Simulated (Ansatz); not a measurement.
System: C₄H₃N₂, net charge 0, doublet state. It need not be the lowest isomer of its formula. 
Geometry from a B3LYP-D3(BJ)/def2-TZVP (Ansatz, a first-principles code) optimisation:
SMILES: [c]1ncccn1
```xyz
9

C     -0.0095    -1.3225    -0.0236
N      1.1781    -0.7892    -0.0507
C      1.1903     0.5524    -0.0269
C      0.0092     1.2810     0.0228
C     -1.1822     0.5682     0.0468
N     -1.1894    -0.7735     0.0228
H      2.1599     1.0368    -0.0481
H      0.0170     2.3617     0.0421
H     -2.1448     1.0655     0.0856
```
Charge 0, spin multiplicity 2.

Wanted: atomisation energy (electronic, to ground-state atoms), in kJ/mol. Cores are frozen in the correlated levels unless marked. UHF or UKS for open shells. Spin-orbit coupling is left out. Non-relativistic. The coupled-cluster limit lacks core correlation, which all-electron functionals hold. CBS(X,Y): correlation extrapolated as X^-3; Hartree-Fock from the larger set. The program attaches cautions to a run behind HF/STO-3G: large difference. The program attaches cautions to a run behind CCSD/STO-3G: large difference.

| level | program | atomisation energy (kJ/mol) | minus last row |
|---|---|---|---|
| HF/STO-3G | Ansatz | 2902.4 | -1233.9 |
| PBE-D3(BJ)/def2-TZVPD | Ansatz + dftd3 | 4425.4 | 289.1 |
| PBE-D4/def2-TZVPD | Ansatz + dftd4 | 4425.4 | 289.1 |
| BLYP-D4/def2-TZVPD | Ansatz + dftd4 | 4262.3 | 126.0 |
| revPBE-D3(BJ)/def2-TZVPD | Ansatz + dftd3 | 4268.3 | 132.0 |
| PBE0-D3(BJ)/def2-TZVPD | Ansatz + dftd3 | 4270.7 | 134.4 |
| PBE0-D4/def2-TZVP | Ansatz + dftd4 | 4268.7 | 132.4 |
| PBE0/def2-QZVPP | Ansatz | 4255.5 | 119.2 |
| r2SCAN0-D4/def2-TZVPD | Ansatz + dftd4 | 4101.0 | -35.3 |
| CAM-B3LYP-D4/def2-TZVPD | Ansatz + dftd4 | 4209.7 | 73.4 |
| LC-wPBE-D3(BJ)/def2-TZVPD | Ansatz + dftd3 | 4223.9 | 87.6 |
| B2GP-PLYP-D4/def2-TZVPD | Ansatz + dftd4 | 4136.4 | 0.1 |
| RPA@PBE/cc-pVTZ | Ansatz | 3817.4 | -318.9 |
| CCSD/STO-3G | Ansatz | 3693.4 | -442.9 |
| CCSD/cc-pVDZ | Ansatz | 3678.8 | -457.5 |
| CCSD/cc-pVTZ | Ansatz | 3889.5 | -246.8 |
| CCSD/cc-pVQZ | Ansatz | 3966.0 | -170.3 |
| CCSD(T)/cc-pVDZ | Ansatz | 3765.5 | -370.8 |
| CCSD(T)/cc-pVTZ | Ansatz | 4001.2 | -135.1 |
| CCSD(T) with core electrons/cc-pwCVTZ | Ansatz | 4031.9 | -104.4 |
| CCSD(T)/CBS(cc-pVTZ,cc-pVQZ) | Ansatz | 4136.3 | 0.0 |

The UHF reference is spin-contaminated (<S^2> 0.49 over the pure value in the largest basis).
